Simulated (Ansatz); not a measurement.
Cost and result up the ladder for AsAsAsAs tetrahedron (As₄) (4 atoms). The state is a singlet with charge 0. Geometry: PBE-D4/def2-SVP.

```xyz
4

As    0.342   -0.265    1.445
As    0.683    1.266   -0.454
As    0.469   -1.156   -0.848
As   -1.493    0.155   -0.143
```

Ansatz on 4 threads of Arm Neoverse V2 on a shared host. Times are rough, and most runs start from the orbitals of an earlier one. PBE0-D4/def2-TZVP serves as the yardstick here, not as an exact answer. Differences are given only for rows in sets of like size (and for xTB, whose basis is part of the method), since another set adds its own error. Binding counts from free atoms at the same level (As quartet; other spins of the atoms weren't run), without zero-point energy or a counterpoise term.

The 6-31G sets use Cartesian d functions. LC-ωPBE has ω = 0.4 bohr⁻¹. B3LYP takes the VWN-RPA correlation. Correlated methods freeze 36 core orbitals; core or outer-core shells of As are correlated, in sets that lack core-valence functions.

Correlated methods converge slowly with the basis.

```json
{"level": "LDA (SPW92)/def2-TZVP", "functions": "192", "wall time": "1.4 s", "binding energy per atom (eV)": "3.52", "difference from PBE0-D4/def2-TZVP (eV)": "0.83"}
{"level": "PBE-D4/def2-SVP", "functions": "128", "wall time": "1.4 s", "binding energy per atom (eV)": "2.87", "difference from PBE0-D4/def2-TZVP (eV)": "–"}
{"level": "B3LYP-D4/6-31G", "functions": "116", "wall time": "2.1 s", "binding energy per atom (eV)": "2.10", "difference from PBE0-D4/def2-TZVP (eV)": "–"}
{"level": "PBE-D4/def2-TZVP", "functions": "192", "wall time": "2.5 s", "binding energy per atom (eV)": "2.91", "difference from PBE0-D4/def2-TZVP (eV)": "0.23"}
{"level": "PBE0-D4/def2-SVP", "functions": "128", "wall time": "2.7 s", "binding energy per atom (eV)": "2.62", "difference from PBE0-D4/def2-TZVP (eV)": "–"}
{"level": "PBE-D4/def2-TZVPD", "functions": "216", "wall time": "3.4 s", "binding energy per atom (eV)": "2.92", "difference from PBE0-D4/def2-TZVP (eV)": "0.23"}
{"level": "LC-ωPBE/def2-TZVP", "functions": "192", "wall time": "3.5 s", "binding energy per atom (eV)": "2.34", "difference from PBE0-D4/def2-TZVP (eV)": "-0.34"}
{"level": "PBE0-D4/def2-TZVP", "functions": "192", "wall time": "5.5 s", "binding energy per atom (eV)": "2.68", "difference from PBE0-D4/def2-TZVP (eV)": "0.00"}
{"level": "RPA@PBE/def2-TZVP", "functions": "192", "wall time": "5.5 s", "binding energy per atom (eV)": "2.46", "difference from PBE0-D4/def2-TZVP (eV)": "-0.22"}
{"level": "MP2/def2-TZVP", "functions": "192", "wall time": "5.5 s", "binding energy per atom (eV)": "2.59", "difference from PBE0-D4/def2-TZVP (eV)": "-0.10"}
{"level": "r2SCAN-D4/def2-TZVP (with forces)", "functions": "192", "wall time": "7 s", "binding energy per atom (eV)": "2.70", "difference from PBE0-D4/def2-TZVP (eV)": "0.02"}
{"level": "r2SCAN-D4/def2-TZVPD", "functions": "216", "wall time": "7.5 s", "binding energy per atom (eV)": "2.70", "difference from PBE0-D4/def2-TZVP (eV)": "0.02"}
{"level": "B2PLYP/def2-TZVP", "functions": "192", "wall time": "8.5 s", "binding energy per atom (eV)": "2.60", "difference from PBE0-D4/def2-TZVP (eV)": "-0.08"}
{"level": "B97M-V/def2-TZVP", "functions": "192", "wall time": "11 s", "binding energy per atom (eV)": "2.71", "difference from PBE0-D4/def2-TZVP (eV)": "0.02"}
```
